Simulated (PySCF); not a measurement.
SMILES [F][Zn][CH](C)C, singlet at its CAM-B3LYP/def2-SVP optimised geometry (Å):

```
12

Zn    -0.9379     0.0332     0.0000
F     -2.6786     0.0344     0.0083
C      1.0030     0.0332     0.0000
C      1.5749     1.1252    -0.9066
C      1.5731    -1.3437    -0.3476
H      1.2875     0.2687     1.0404
H      2.6786     1.1382    -0.8566
H      1.3077     0.9650    -1.9638
H      1.2253     2.1314    -0.6282
H      1.2217    -2.1314     0.3366
H      2.6768    -1.3357    -0.2961
H      1.3059    -1.6539    -1.3709
```

Computed with CAM-B3LYP/def2-TZVP (PySCF). Cells within 0.4 Å of a nucleus heavier than hydrogen are left out (blank, or x).

Map of the HOMO amplitude (bohr^(-3/2)) on the plane z = 0.0 Å; orbital energy -9.02 eV, overall sign arbitrary:

```
|4444444444444444444444444444444|
|4444444444444444444444444444444|
|4444444444444444444444444444444|
|4444444444444444444444444444444|
|4444444444444444444444444444444|
|4444444444444444444444444444444|
|4444444444444444444444444444444|
|4444444444444444444444444444444|
|4444444444444444443344444444444|
|4444444444444444443344444444444|
|4444444444444444443334444444444|
|4444444444445555443334444444444|
|4444444444455566553333444444444|
|4444444433445567764223344444444|
|4444456x1334x26799x012344444444|
|444445xxx23xxx589xxx02344444444|
|4444455x2344x36788x012344444444|
|4444444433455666664223444444444|
|4444444444445555543234555544444|
|44444444444455554322x5665544444|
|4444444444444444432345665544444|
|4444444444444444433344555444444|
|4444444444444444333344444444444|
|4444444444444444433344444444444|
|4444444444444444443444444444444|
|4444444444444444444444444444444|
|4444444444444444444444444444444|
|4444444444444444444444444444444|
|4444444444444444444444444444444|
|4444444444444444444444444444444|
|4444444444444444444444444444444|
```
Scale: ten equal steps from -0.161 (start of '0') to 0.225 (end of '9'), in the order '0123456789'; x runs from -5.00 to 5.00, y from -5.00 (bottom) to 5.00 (top).
